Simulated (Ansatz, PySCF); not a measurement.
CaCl, SMILES [Ca][Cl], multiplicity 2. Atoms are numbered in the order given.

```xyz
2

Ca     0.0000     0.0000    -1.1205
Cl     0.0000     0.0000     1.3123
```
Charge 0, spin multiplicity 2.

Geometry: PBE0-D3(BJ)/def2-TZVPD. The multiplicity is an assumed one; other spin states were not compared.

Two levels are set side by side: PBE-D3(BJ)/def2-TZVPD (Ansatz, a first-principles code) and PBE0-D3(BJ)/def2-TZVPD (Ansatz). Each level has its own optimised geometry; the coordinates shown are those of the second. Frequencies come from the Hessian of PySCF at each geometry. Differences are taken from unrounded values.

| quantity | PBE0-D3(BJ) | PBE-D3(BJ) | PBE-D3(BJ) minus PBE0-D3(BJ) |
|---|---|---|---|
| bond Ca1–Cl2 (Å) | 2.433 | 2.428 | -0.005 |
| highest harmonic wavenumber (cm⁻¹) | 369 | 365 | -4 |
| mean harmonic wavenumber (cm⁻¹) | 369 | 365 | -4 |
| zero-point energy (kcal/mol) | 0.53 | 0.52 | -0.01 |

On these quantities the two levels nearly agree.
